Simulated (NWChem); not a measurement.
System: MgF$_{2}$; SMILES [F][Mg][F]

The following NWChem deck was run.

```
start job
memory heap 200 mb stack 900 mb global 1100 mb
geometry units angstroms noautosym nocenter noautoz
  Mg     0.000000     0.000000    -0.047706
  F      1.735314     0.000000    -0.047666
  F     -1.735314     0.000000    -0.047666
end
basis spherical
  Mg library pcsseg-2
  F library pcsseg-2
end
dft
  xc b3lyp
  iterations 150
end
property
  shielding 2 1 2
end
task dft property
```

Coordinates come from a B3LYP/6-31G* (spherical d) optimisation.

GIAO values for the isolated, static molecule; σ is the absolute isotropic shielding.

Atoms are numbered as in the input.

**Question.** Give the results of this calculation. (B3LYP/pcSseg-2, GIAO.) Quantities: basis functions; σ Mg1 (ppm); σ F2 (ppm).

**Answer.** 
```yaml
number_of_basis_functions: 100
"σ Mg1 (ppm)": 538.4
"σ F2 (ppm)": 428.2
```
